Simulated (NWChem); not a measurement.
System: SiH3SeO2F; SMILES O[Si](O)(F)[SeH]

Here is an NWChem input.

```
start job
memory heap 200 mb stack 900 mb global 1100 mb
geometry units angstroms noautoz
  O     -1.341812     1.421129     0.910965
  Si    -0.071194     0.811657     0.073022
  O      1.304153     1.426215     0.739713
  F     -0.161943     1.256233    -1.473391
  Se    -0.062192    -1.459764     0.155476
  H     -1.279310     2.363298     1.131076
  H      2.132079     1.249650     0.270092
  H     -0.969096    -1.584125    -1.007335
end
basis spherical
  * library def2-svp
end
dft
  xc r2scan
  grid xcoarse
  iterations 150
  mulliken
end
task dft gradient
```

NWChem printed, in part:

```
             Northwest Computational Chemistry Package (NWChem) 7.3.0
             --------------------------------------------------------

 C1  symmetry detected

                             Geometry "geometry" -> ""
                             -------------------------

 Output coordinates in angstroms (scale by  1.889725989 to convert to a.u.)

  No.       Tag          Charge          X              Y              Z
 ---- ---------------- ---------- -------------- -------------- --------------
    1 O                    8.0000     0.65148359    -1.41695639    -1.40558158
    2 Si                  14.0000     0.01231713    -0.84000227    -0.01035225
    3 O                    8.0000     0.91394867    -1.43606356     1.23283289
    4 F                    9.0000    -1.51283853    -1.33608915     0.14799665
    5 Se                  34.0000     0.02081747     1.43286782     0.00455942
    6 H                    1.0000     0.90952638    -2.35137375    -1.38780793
    7 H                    1.0000     0.57999907    -1.27799029     2.12763513
    8 H                    1.0000    -1.27767047     1.52085174    -0.69989630

 Effective nuclear repulsion energy (a.u.)     455.3570329341

                                 NWChem DFT Module
                                 -----------------

 Summary of "ao basis" -> "ao basis" (spherical)
 ------------------------------------------------------------------------------
       Tag                 Description            Shells   Functions and Types
 ---------------- ------------------------------  ------  ---------------------
 O                          def2-svp                 6       14   3s2p1d
 Si                         def2-svp                 8       18   4s3p1d
 F                          def2-svp                 6       14   3s2p1d
 Se                         def2-svp                12       32   5s4p3d
 H                          def2-svp                 3        5   2s1p

            General Information
            -------------------
          SCF calculation type: DFT
          Wavefunction type:  closed shell.
          No. of atoms     :     8
          No. of electrons :    76
           Alpha electrons :    38
            Beta electrons :    38
          Charge           :     0
          Spin multiplicity:     1
          Use of symmetry is: off; symmetry adaption is: off
          Maximum number of iterations: 150
          AO basis - number of functions:   107
                     number of shells:    47
          Convergence on energy requested:  1.00D-06
          Convergence on density requested:  1.00D-05
          Convergence on gradient requested:  5.00D-04

              XC Information
              --------------
                      r^2SCAN Method XC Functional
               r^2SCAN metaGGA Exchange Functional  1.000
                     r^2SCAN Correlation Potential  1.000

             Grid Information
             ----------------
          Grid used for XC integration:  xcoarse
          Radial quadrature: Mura-Knowles
          Angular quadrature: Lebedev.
          Tag              B.-S. Rad. Rad. Pts. Rad. Cut. Ang. Pts.
          ---              ---------- --------- --------- ---------
          O                   0.60       21          10.0       194
          Si                  1.10       42           8.0       194
          F                   0.50       21           8.0       194
          Se                  1.15       75          10.0       194
          H                   0.35       21          11.0       194
          Grid pruning is: on
          Number of quadrature shells:   243
          Spatial weights used:  Erf1

      Superposition of Atomic Density Guess
      -------------------------------------

 Sum of atomic energies:       -2938.42298571

      Non-variational initial energy
      ------------------------------

 Total energy =   -2939.751570
 1-e energy   =   -4998.193986
 2-e energy   =    1603.085383
 HOMO         =      -0.301927
 LUMO         =       0.042162

     ---------------------------------------------
      Total Density - Mulliken Population Analysis
     ---------------------------------------------

    Atom       Charge   Shell Charges
 -----------   ------   -------------------------------------------------------
    1 O    8     8.75   1.99  1.10  0.63  3.08  1.94  0.00
    2 Si  14    12.41   2.00  1.99  0.77  0.05  5.93  0.80  0.47  0.38
    3 O    8     8.76   1.99  1.10  0.63  3.08  1.95  0.00
    4 F    9     9.56   1.99  1.14  0.78  3.51  2.13  0.00
    5 Se  34    34.43   2.00  2.00  2.00  1.32  0.54  6.00  5.98  1.96  2.60  8.20  1.76  0.08
    6 H    1     0.65   0.51  0.07  0.06
    7 H    1     0.65   0.51  0.07  0.06
    8 H    1     0.81   0.56  0.23  0.02

[...]

                         DFT ENERGY GRADIENTS

    atom               coordinates                        gradient
                 x          y          z           x          y          z
   1 O       1.231125  -2.677659  -2.656164    0.000935  -0.000969  -0.000953
   2 Si      0.023276  -1.587374  -0.019563   -0.009050  -0.005699   0.001025
   3 O       1.727113  -2.713767   2.329716    0.000628  -0.000182   0.001764
   4 F      -2.858850  -2.524842   0.279673    0.007336   0.001922  -0.000492
   5 Se      0.039339   2.707728   0.008616    0.002940   0.002709   0.001414
   6 H       1.718756  -4.443452  -2.622577   -0.000345   0.000942   0.000511
   7 H       1.096039  -2.415051   4.020647    0.000388  -0.000492  -0.001452
   8 H      -2.414447   2.873993  -1.322612   -0.002833   0.001768  -0.001817
```

Level: r2SCAN/def2-SVP. Coordinates come from a B3LYP/6-31G* (spherical d) optimisation.
